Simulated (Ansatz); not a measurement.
Start from `NC(=S)[O][AlH2]` and change one atom or group to get `NC(=S)[SiH2]O`.

Ansatz, PBE0-D4/def2-TZVP geometries, multiplicity 1. Each molecule was computed in one conformer, which needn't be the lowest.

```json
{"property": "LUMO energy (ωB97M-V/def2-TZVPP) / eV", "`NC(=S)[O][AlH2]`": "-0.29"}
{"property": "size of the dipole moment (B3LYP/def2-TZVPP) / D", "`NC(=S)[O][AlH2]`": "5.10"}
{"property": "HOMO–LUMO gap (PBE/def2-TZVPP) / eV", "`NC(=S)[O][AlH2]`": "2.27"}
{"property": "HOMO energy (ωB97M-V/def2-TZVPP) / eV", "`NC(=S)[O][AlH2]`": "-8.28"}
{"property": "HOMO energy (PBE0/def2-TZVPP) / eV", "`NC(=S)[O][AlH2]`": "-6.09"}
{"property": "LUMO energy (B3LYP/def2-TZVPP) / eV", "`NC(=S)[O][AlH2]`": "-2.11"}
```

What does the change do to each property? (Estimate.)

Computed: 
```csv
property,`NC(=S)[SiH2]O`,shift
LUMO energy (ωB97M-V/def2-TZVPP) / eV,0.81,1.10
size of the dipole moment (B3LYP/def2-TZVPP) / D,4.16,-0.94
HOMO–LUMO gap (PBE/def2-TZVPP) / eV,2.85,0.58
HOMO energy (ωB97M-V/def2-TZVPP) / eV,-8.32,-0.04
HOMO energy (PBE0/def2-TZVPP) / eV,-6.18,-0.09
LUMO energy (B3LYP/def2-TZVPP) / eV,-1.49,0.62
```

With PBE0 the HOMO falls by 0.09 eV and the LUMO rises by 0.58 eV, so the gap widens by about 0.67 eV. PBE moves the HOMO by -0.13 eV and ωB97M-V by -0.04 eV. Dipoles are sizes alone; their direction can turn.

B3LYP here is the variant with VWN-RPA as its local correlation; programs differ in this.
